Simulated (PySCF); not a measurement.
# Ir⁴⁴⁺: ionisation energy

Ir⁴⁴⁺ [Ar] 3d10 4s2 4p3 [4p1/2^2 4p3/2^1, M_J = 3/2] → Ir⁴⁵⁺ [Ar] 3d10 4s2 4p2 [4p1/2^2, M_J = 0], as a difference of total energies. All numbers are calculated (PySCF 2.14, the two-component X2C-1e Hamiltonian, in an even-tempered Gaussian basis (16 s from 5.8 bohr⁻², ratio 2.8; 13 p from 7.5 bohr⁻², ratio 2.8; 8 d from 13 bohr⁻², ratio 2.8; 4 f from 33 bohr⁻², ratio 3)). Correlated levels: [Ne] frozen; the 72 highest virtual spinors dropped. "Screened" scales the spin-orbit matrix elements by Boettger's factors to mimic the two-electron term; Breit and QED terms are absent.

| method | ionisation energy (eV) |
| --- | --- |
| GHF (spin-free) | 2294.4 |
| GMP2 (spin-free) | 2295.4 |
| GHF (screened spin-orbit) | 2252.3 |
| GMP2 (screened spin-orbit) | 2253.2 |

Breit and QED terms and the two-electron picture change are absent.

The spin-free rows relax to the high-spin LS determinant and lack the spin-orbit shift.

The labels give the starting determinants; with spin-orbit coupling the two ends relaxed to ⟨J²⟩ = 3.75, ⟨L²⟩ = 2.58, ⟨S²⟩ = 1.55 and ⟨J²⟩ = 0.00, ⟨L²⟩ = 1.38, ⟨S²⟩ = 1.38.

For comparison: 2258 ± 4 eV (theoretical estimate listed by NIST; NIST Atomic Spectra Database, ionization energies).
